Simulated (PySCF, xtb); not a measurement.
SiF2Cl2, SMILES F[Si](F)(Cl)Cl.

Geometry: B3LYP-D3(BJ)/def2-SVP.

Calculation: IEF-PCM-M06-2X/def2-SVP (PySCF 2.14.0).

The values are the electrostatic part of the solvation free energy, E(continuum) − E(gas) at the gas-phase geometry, in a cavity of scaled van der Waals radii (PySCF's table); cavitation and dispersion terms are not included. In vacuum the orbital gap is 12.35 eV. The dipole moment in vacuum is 0.68 D.

```
solvent              ε  ΔG(elec) (kcal/mol)  dipole (D)  gap (eV)
---------------  -----  -------------------  ----------  --------
water            78.36                 -1.3        0.76     12.34
cyclohexanone    15.62                 -1.1        0.76     12.34
tetrahydrofuran   7.43                 -1.0        0.75     12.34
```

For comparison, GFN2-xTB/ALPB(water) (xtb, at the GFN2-xTB geometry, all terms of that model) gives 1.2 kcal/mol.
